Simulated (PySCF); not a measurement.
CH₅NbO₂S, multiplicity 1. Atoms are numbered in the order given.

```xyz
10

Nb    -0.0886    -0.1948     0.0000
S      0.1455     1.9534     0.0000
O     -0.9059    -0.8258    -1.5823
H     -1.2630    -0.4204    -2.3822
O     -0.9059    -0.8258     1.5823
H     -1.2630    -0.4204     2.3822
C      1.9194    -0.9756     0.0000
H      2.4707    -0.6408     0.8942
H      1.8666    -2.0795     0.0000
H      2.4707    -0.6408    -0.8942
```

Geometry: B3LYP-D3(BJ)/def2-SVP. The spin state was assumed, not searched. The structure was generated by enumeration; whether it is a known compound was not checked. The def2 effective core potentials stand for the cores of Nb; spin–orbit coupling is left out. One conformer was computed; it need not be the lowest.

Level of theory: CAM-B3LYP/def2-TZVP run with PySCF.

ESP charges are fitted to the potential on shells at 1.4 to 2.0 van der Waals radii. Atomic charges (e):

```
atom  ESP fit  Mulliken
----  -------  --------
Nb1      0.89         …
S2      -0.40     -0.46
O3      -0.57         …
H4       0.39      0.35
O5      -0.57         …
H6       0.39      0.35
C7      -0.62         …
H8       0.15      0.15
H9       0.19      0.14
H10      0.15      0.15
```

Fill in the missing entries. (The exact figures need the calculation; the answer reports its results.)


- Nb1, Mulliken: 1.44
- O3, Mulliken: -0.74
- O5, Mulliken: -0.74
- C7, Mulliken: -0.66
